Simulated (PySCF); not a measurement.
A geometry optimisation on `C#CBI`.

Computed with PBE0-D3(BJ)/def2-SVP geometry optimisation, gas phase, def2 core potentials past Kr (PySCF 2.14.0). Start geometry: GFN2-xTB. The input is one job of a driver script: a line of settings, then coordinates in Å.

Input:
```
{"job": {"xc": "PBE0", "basis": "def2-SVP", "d3": "d3bj", "grid": 1, "maxiter": 30, "shake": 0.01, "kind": "geom"}, "charge": 0, "multiplicity": 1}
C     -1.626320    -0.002920    -0.163650
C     -0.462990    -0.101680    -0.004780
B      0.998850    -0.219420     0.186150
I      2.316220     1.336690    -0.446130
H     -2.688000     0.112230    -0.315770
H      1.486410    -1.154910     0.699510
```

Question: Give the output.

Answer: 
```
step   0  E = -399.72084422  max force = 0.096565
step   1  E = -399.72353315  max force = 0.010702
step   2  E = -399.72384436  max force = 0.013571
step   3  E = -399.72505266  max force = 0.004693
step   4  E = -399.72508540  max force = 0.002592
step   5  E = -399.72528822  max force = 0.001944
step   6  E = -399.72539332  max force = 0.001333
step   7  E = -399.72542548  max force = 0.000521
step   8  E = -399.72543110  max force = 0.000168
optimisation converged
```

Energies in Eh; «max force» is the largest Cartesian gradient component in Eh/bohr.

Question: How much energy does the optimisation release, in kJ/mol?

Answer: E(step 0) − E(last step) = 0.004587 Eh, which is 12.0 kJ/mol.

Question: Give the first gradient maximum in eV/Å.

Answer: With 1 Eh/bohr = 51.422 eV/Å, 4.966 eV/Å.

In short: final energy -399.72543 Eh after 8 steps; dipole 1.48 D.

Hardware: one thread of an Arm Neoverse V2, no GPU, shared host. Cost: 20 s, 0.34 GiB resident at most.
Labels such as C1 count atoms from 1, the log's own numbers from 0.
